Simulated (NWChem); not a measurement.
System: C$_{3}$H$_{4}$F$_{2}$O; SMILES FC1(COC1)F

```xyz
10

F      0.0000     1.0956    -1.2310
C      0.0000     0.0000    -0.4271
F      0.0000    -1.0956    -1.2310
C      1.0487     0.0000     0.6905
O      0.0000     0.0000     1.6880
C     -1.0487     0.0000     0.6905
H      1.6706    -0.9009     0.7325
H      1.6706     0.9009     0.7325
H     -1.6706     0.9009     0.7325
H     -1.6706    -0.9009     0.7325
```
Atoms are numbered in this order, from 1.

All runs: NWChem. Medium grid unless said otherwise, to which SCAN and Minnesota functionals are sensitive. Geometry: optimised at B3LYP/6-31G* (spherical d). Total energies of different functionals are on different scales.

```json
[
 {"level": "PBE/def2-SVP", "energy (Ha)": "-390.8794", "highest occupied level (eV)": "-6.08", "orbital gap (eV)": "6.52", "dipole (D)": "0.13"},
 {"level": "B3LYP/def2-SVP", "energy (Ha)": "-391.2899", "highest occupied level (eV)": "-7.56", "orbital gap (eV)": "8.87", "dipole (D)": "0.19"},
 {"level": "BLYP/def2-SVP", "energy (Ha)": "-391.2039", "highest occupied level (eV)": "-5.96", "orbital gap (eV)": "6.56", "dipole (D)": "0.14"},
 {"level": "Hartree-Fock/def2-SVP", "energy (Ha)": "-389.3183", "highest occupied level (eV)": "-12.32", "orbital gap (eV)": "17.44", "dipole (D)": "0.27"},
 {"level": "M06-2X/def2-SVP", "energy (Ha)": "-391.1406", "highest occupied level (eV)": "-9.55", "orbital gap (eV)": "12.10", "dipole (D)": "0.22"},
 {"level": "PBE0/def2-SVP", "energy (Ha)": "-390.8904", "highest occupied level (eV)": "-7.87", "orbital gap (eV)": "9.43", "dipole (D)": "0.19"}
]
```
